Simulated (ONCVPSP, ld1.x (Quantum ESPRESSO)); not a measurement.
# Potentials for Al compared

Generated with ld1.x 7.5 (TM, RRKJ, ultrasoft, PAW), atompaw 4.2 or ONCVPSP 4.0.1. The cutoff is in Ry: for ld1.x and atompaw files where the sum of valence levels is converged to 10 mRy in a Bessel basis, for ONCV files where the hardest occupied wave has 1 mHa per electron of residual kinetic energy. The error is the largest all-electron minus pseudo excitation energy over each file’s own four to seven test configurations (ionisations up to +4, promotions, holes and added fractions of an electron), all of which were solved. The labels leave out finer settings (local radius, basis sizes, second energies), which also bear on the numbers. Spin-polarised tests are not counted. The rows are a selection from randomly drawn settings: files with unsolved tests, undetermined cutoffs or missed reference levels are left out.

A true bound ghost makes a file unfit for plane-wave use even where its test errors are small: the radial tests pick states by their node count and pass the ghost by.

| potential | cutoff (Ry) | largest error (meV) | bound ghosts |
| --- | --- | --- | --- |
| TM, PBE, scalar-relativistic, rc 2.10/2.80 (sp), local s, core correction yes, reference 3s2 3p1 | 10 | +21 | none |
| TM, PBEsol, non-relativistic, rc 1.50/2.40/1.85 (spd), local smoothed, core correction yes, reference 3s1 3p0 | 21 | +28 | none |
| ONCV, PBE, scalar-relativistic, rc 0.40/0.60 (sp), local smoothed, core correction no, reference 2s2 2p6 3s1, qcut 32.6/20.3, projectors 2/3 | 697 | +8.1 | s |
| ONCV, LDA (Perdew-Zunger), scalar-relativistic, rc 2.05/2.20 (sp), local s, core correction no, reference 3s1, qcut 3/3.6, projectors 0/2 | 25 | +143 | none |
| TM semilocal, PW91, non-relativistic, rc 2.30/3.00/2.85 (spd), local d, core correction yes, reference 3s2 3p1 | 8 | +13 | none |

Q: Fill in the row for Al: ONCV, PBE, scalar-relativistic, rc 1.75/2.10/1.75 (spd), local smoothed, core correction yes, reference 3s2 3p1, qcut 4.6/3.3/5.5, projectors 2/2/2.

A: cutoff 12 Ry, largest error +26 meV, bound ghosts: none.

Q: Fill in the row for Al: PAW, PBE, non-relativistic, rc 1.00/1.00 (sp), local smoothed, core correction yes, reference 2s2 2p6 3s2 3p1.

A: cutoff 100 Ry, largest error +36 meV, bound ghosts: none.

Q: Fill in the row for Al: ultrasoft, PBE, scalar-relativistic, rc 2.10/2.90/2.80 (spd), local smoothed, core correction yes, reference 3s2 3p0.5.

A: cutoff 6 Ry, largest error +6.8 meV, bound ghosts: none.
